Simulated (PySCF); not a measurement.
C6H11F3.
Structure used (PBE0-D3(BJ)/def2-SVP), in Å, numbered top down from 1:
```xyz
20
C6H11F3 angstrom
C     -2.1580    0.0767    0.1959
C     -0.9545   -0.5429   -0.4655
F     -1.0842   -0.3865   -1.8175
F     -0.9966   -1.8929   -0.2483
C      0.4295   -0.0211   -0.0431
C      0.6570   -0.2582    1.4496
C      0.5652    1.4639   -0.3816
C      1.4761   -0.8100   -0.8379
F      2.7367   -0.3783   -0.4979
H     -2.1359   -0.0895    1.2798
H     -3.0554   -0.4008   -0.2199
H     -2.2023    1.1536   -0.0084
H      0.0071    0.3789    2.0673
H      0.4717   -1.3090    1.7167
H      1.6999   -0.0200    1.7004
H      0.3070    1.6557   -1.4333
H      1.6065    1.7767   -0.2219
H     -0.0768    2.0877    0.2572
H      1.4031   -1.8855   -0.6147
H      1.3346   -0.6604   -1.9198
```

The closed-shell ground state was solved at several levels (PySCF, density fitting, gas phase, non-relativistic).

```
              level  basis functions  HOMO (eV)  LUMO (eV)  gap (eV)  dipole (D)
CAM-B3LYP/def2-SVPD              277     -10.58       1.17     11.75        2.31
      PBE0/pcSseg-1              208      -9.01       1.30     10.31        2.18
```

(1) What might wB97X-D/pcSseg-1 (208 basis functions) give for the same quantities?

(2) Over all these levels, which gives the widest orbital gap and which the narrowest?

(3) How far do the dipole and the HOMO energy spread over the levels?

Results:

(1) HOMO -10.93 eV, LUMO 3.12 eV, gap 14.05 eV, dipole 2.22 D.

(2) wB97X-D/pcSseg-1 (range-separated hybrid) has the widest, 14.05 eV, and PBE0/pcSseg-1 (global hybrid, 25 % exact exchange) the narrowest, 10.31 eV. The two share the basis. From the narrowest to the widest the HOMO moves by -1.92 eV and the LUMO by +1.82 eV.

(3) The dipole runs from 2.18 to 2.31 D (mean 2.24 D) and the HOMO from -10.93 to -9.01 eV.

One conformer stands for the species.
